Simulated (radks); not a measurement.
Species: Au XXXI. Configuration: [Kr] 4d10 4f3.

All-electron calculation, Dirac Kohn-Sham, LB94 model potential, spin-unpolarised, spherical densities, finite nucleus; open shells fill j = l - 1/2 first; Fermi nuclear charge, rms radius 5.4371 fm. Program: a radial shooting solver on a logarithmic mesh with Libxc functionals.

Energy parts (eV):
part                   energy
kinetic             583925.67
electron-nucleus  -1221668.82
Hartree             140431.98
(The LB94 potential has no energy functional, so no total or exchange-correlation energy is given.)

Orbitals (lengths in bohr, moments of r in powers of bohr; r(max) is where P^2 peaks):
orbital,occ.,eigenvalue (eV),r(max)
1s1/2,2,-81959.43,0.01041
2s1/2,2,-15364.97,0.06033
2p1/2,2,-14793.34,0.04437
2p3/2,4,-12944.33,0.05179
3s1/2,2,-4466.500,0.1697
3p1/2,2,-4207.020,0.1583
3p3/2,4,-3796.710,0.1732
3d3/2,4,-3362.365,0.1349
3d5/2,6,-3274.120,0.1391
4s1/2,2,-1735.101,0.3740
4p1/2,2,-1623.329,0.3706
4p3/2,4,-1510.994,0.3981
4d3/2,4,-1327.099,0.3853
4d5/2,6,-1304.314,0.3933
4f5/2,3,-1076.430,0.3308
4f7/2,0,-1070.372,0.3341
5s1/2,0,-912.4815,0.7160
5p1/2,0,-862.9871,0.7274
5p3/2,0,-821.2159,0.7681

The highest occupied level is 4f5/2 at -1076.4 eV. The electron density at the nucleus is 2.143e+06 e/bohr^3.
